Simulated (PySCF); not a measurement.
**Bi (bismuth, neutral) across methods**

[Xe] 4f14 5d10 6s2 6p3, high-spin 4S determinant. Calculation: PySCF 2.14, in aug-cc-pVQZ-PP with ECP60MDF (7s7p5d3f2g, 92 functions); a scalar-relativistic core potential.

```json
{"method": "CAM-B3LYP", "E (hartree)": "-214.5859", "mean ε 6s α (eV)": "-18.270", "mean ε 6s β (eV)": "-15.738", "mean ε 6p α (eV)": "-7.262", "Σ⟨r²⟩ (bohr²)": "67.41", "⟨S²⟩": "3.752"}
{"method": "LDA", "E (hartree)": "-214.3254", "mean ε 6s α (eV)": "-15.122", "mean ε 6s β (eV)": "-13.787", "mean ε 6p α (eV)": "-5.286", "Σ⟨r²⟩ (bohr²)": "67.71", "⟨S²⟩": "3.751"}
{"method": "PBE", "E (hartree)": "-214.6379", "mean ε 6s α (eV)": "-14.899", "mean ε 6s β (eV)": "-13.327", "mean ε 6p α (eV)": "-5.197", "Σ⟨r²⟩ (bohr²)": "67.78", "⟨S²⟩": "3.751"}
{"method": "B3LYP", "E (hartree)": "-214.6856", "mean ε 6s α (eV)": "-16.229", "mean ε 6s β (eV)": "-14.262", "mean ε 6p α (eV)": "-5.868", "Σ⟨r²⟩ (bohr²)": "67.68", "⟨S²⟩": "3.751"}
{"method": "UHF", "E (hartree)": "-213.59452", "mean ε 6s α (eV)": "-21.218", "mean ε 6s β (eV)": "-15.701", "mean ε 6p α (eV)": "-8.682", "Σ⟨r²⟩ (bohr²)": "67.83", "⟨S²⟩": "3.756"}
{"method": "PBE0", "E (hartree)": "-214.6185", "mean ε 6s α (eV)": "-16.703", "mean ε 6s β (eV)": "-14.212", "mean ε 6p α (eV)": "-6.206", "Σ⟨r²⟩ (bohr²)": "67.31", "⟨S²⟩": "3.752"}
{"method": "LC-wPBE", "E (hartree)": "-214.6517", "mean ε 6s α (eV)": "-20.158", "mean ε 6s β (eV)": "-16.776", "mean ε 6p α (eV)": "-8.670", "Σ⟨r²⟩ (bohr²)": "66.68", "⟨S²⟩": "3.756"}
{"method": "r2SCAN", "E (hartree)": "-214.7182", "mean ε 6s α (eV)": "-15.561", "mean ε 6s β (eV)": "-13.302", "mean ε 6p α (eV)": "-5.559", "Σ⟨r²⟩ (bohr²)": "67.05", "⟨S²⟩": "3.754"}
```

**Question.** Estimate the same row for wB97M-V.

**Answer.** E (hartree) = -214.5478; mean ε 6s α (eV) = -19.335; mean ε 6s β (eV) = -16.414; mean ε 6p α (eV) = -8.196; Σ⟨r²⟩ (bohr²) = 67.50; ⟨S²⟩ = 3.753.

Energies and moments cover only the electrons outside the core potential. Spin-orbit coupling, which splits the p, d and f shells strongly at this Z, is absent. Spin-orbit coupling is strong in this species (close to jj coupling), so the high-spin LS determinant is a model state, not a physical level.
